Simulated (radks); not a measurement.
Values are calculated unless marked as measured or tabulated.
Valence configurations of Au (all share [Xe]). Code: a radial shooting solver on a logarithmic mesh with Libxc functionals. Model: Dirac Kohn-Sham, PBE, spin-unpolarised, spherical densities, point nucleus; open shells fill j = l - 1/2 first. Energies are relative to 4f14 5d10 6s1; eigenvalues in eV.

\begin{tabular}{lrrrrrr}
valence & E (eV) & e(4f5/2) & e(4f7/2) & e(5d3/2) & e(5d5/2) & e(6p1/2) \\ \hline
4f14 5d10 6s1 & 0.000 & -83.021 & -79.210 & -7.837 & -6.311 & - \\
4f13 5d10 6s1 6p1 & 85.368 & -99.183 & -95.251 & -12.746 & -10.954 & -2.386 \\
4f13 5d10 6s2 & 80.068 & -97.487 & -93.554 & -11.101 & -9.329 & - \\
4f13.5 5d9.5 6s1 6p1 & 44.532 & -93.331 & -89.459 & -12.107 & -10.394 & -2.396 \\
4f14 5d10 6p1 & 4.786 & -84.716 & -80.905 & -9.506 & -7.958 & -2.040 \\
4f14 5d9 6s2 & 1.065 & -85.936 & -82.124 & -9.896 & -8.282 & - \\
4f14 5d9 6s1 6p1 & 6.288 & -87.573 & -83.762 & -11.472 & -9.836 & -2.406 \\
4f13.5 5d10 6s1.5 & 38.354 & -90.112 & -86.240 & -9.394 & -7.747 & - \\
4f13.5 5d10 6s1 6p0.5 & 40.830 & -91.010 & -87.139 & -10.276 & -8.618 & -1.812 \\
4f14 5d9.5 6s1 6p0.5 & 2.857 & -85.316 & -81.505 & -9.702 & -8.121 & -1.832 \\
\end{tabular}

NIST lists [Xe] 4f14 5d10 6s1 as the ground configuration; this level of theory agrees among the configurations tried. The energies are those of spherical spin-averaged densities, not of single terms.
